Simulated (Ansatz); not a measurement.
## Energy profile

The step: BH₃O₂ ([OH][BH][OH]) + H₂O + HF → BH₃O₃ ([OH][B]([OH])[OH]) + HF + H₂; bonds formed: B1–O6, H2–H7, H5–F8; bonds broken: B1–H2, H5–O6, H7–F8 (atoms numbered as in the saddle structure below).

B1  (-0.420, -0.026, -0.373)
H2  (0.780, 0.722, -0.649)
O3  (-0.491, -0.975, -1.379)
O4  (-1.455, 0.892, -0.268)
H5  (0.878, -0.203, 1.299)
O6  (-0.130, -0.570, 1.034)
H7  (1.392, 0.646, 0.072)
F8  (1.968, 0.378, 1.111)
H9  (0.233, -1.602, -1.394)
H10  (-1.952, 0.963, -1.085)
H11  (-0.803, -0.226, 1.633)
(Å)

Electronic energies by CCSD(T) at an estimated basis limit (MP2 extrapolated from triple and quadruple zeta, plus CCSD(T) − MP2 in triple zeta), on PBE0-D4/def2-TZVP structures; BH$_{6}$O$_{3}$F, singlet; no counterpoise correction. Ansatz 0.2.0; basis: def2-TZVPP and def2-QZVPP; cores frozen in the correlated methods. Extrapolation: Hartree–Fock as exp(−7.88 √X), correlation as X^−2.97.

(1) Give the profile in kJ/mol, counted from the separated reactants. (Judge from chemistry; the value comes from the calculation.)

The T1 diagnostic stays at or below 0.013.

Answers

(1) The calculation gives:
```csv
point,kJ/mol
"separated: BH$_{3}$O$_{2}$ (linked as [OH][BH][OH]; B1, H2, O3, O4, H9, H10; singlet) + H$_{2}$O (H5, O6, H11; singlet) + HF (H7, F8; singlet)",0.0
start structure,-58.0
saddle,65.4
end structure,-141.3
"separated: BH$_{3}$O$_{3}$ (linked as [OH][B]([OH])[OH]; B1, O3, O4, O6, H9, H10, H11; singlet) + H$_{2}$ (H2, H7; singlet) + HF (H5, F8; singlet)",-99.0
```

For scale, one of the runs: CCSD(T)/def2-TZVPP, 239 basis functions (an equivalent command: `ansatz run in.yaml --threads 4`). The run took 2.4 min on 4 CPU threads (shared host), with 5.2 GiB of host memory at its peak.
